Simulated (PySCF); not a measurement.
# Hartree-Fock beside MP2: BCl2H2Si

Calculated results; nothing here was measured. They come from PySCF 2.14.0, an open-source quantum chemistry program, on an isolated molecule that a program drew, which may never have been made. The molecule is BCl2H2Si (charge 0, doublet), drawn as the SMILES string `[SiH2]B(Cl)Cl`.

The geometry was optimised and harmonic frequencies were computed with HF and MP2, all in the cc-pV(D+d)Z basis, for the commonest isotopes, with a restricted reference for singlets and an unrestricted one otherwise, and a frozen core in MP2. Each result is a local minimum of its method.

Geometry at the HF minimum:
```xyz
6
BCl2H2Si, angstrom
Si    0.6707   -2.3522    0.3399
B    -0.7616   -1.2901    1.2580
Cl   -1.0821    0.3804    0.7964
Cl   -1.7966   -2.0345    2.4749
H     1.1805   -3.5216    1.0845
H     1.7537   -1.5651   -0.2841
```

Lengths of the bonds as drawn, in Å (atoms numbered as above):
| bond | HF | MP2 |
|---|---|---|
| Si1-B2 | 2.006 | 1.961 |
| B2-Cl3 | 1.762 | 1.760 |
| B2-Cl4 | 1.762 | 1.760 |
| Si1-H5 | 1.477 | 1.475 |
| Si1-H6 | 1.477 | 1.475 |

Rotational constants, in GHz:
```
constant     HF    MP2
       A  3.088  3.069
       B  2.743  2.841
       C  1.457  1.475
```

Harmonic frequencies in cm^-1, each column in rising order, so a row needn't be the same motion in every method:
| rank | HF | MP2 |
|---|---|---|
| 1 | 164 | 90 |
| 2 | 195 | 155 |
| 3 | 251 | 246 |
| 4 | 358 | 264 |
| 5 | 432 | 383 |
| 6 | 515 | 445 |
| 7 | 604 | ? |
| 8 | 931 | 926 |
| 9 | 959 | 967 |
| 10 | 1011 | 972 |
| 11 | 2328 | 2316 |
| 12 | 2343 | 2345 |

**Estimate the missing MP2 frequency from the HF column.**

A single factor s that minimises the squared misfit of MP2 against s times HF over the other rows is sum(HF x MP2) / sum(HF^2) = 0.9881, with an rms misfit of 46 cm^-1. For rank 7 it gives 0.9881 x 604 = 597 cm^-1. The calculation gives 555 cm^-1, 42 cm^-1 below the estimate. The drawn bonds are on average 0.5 % shorter in MP2 than in HF.
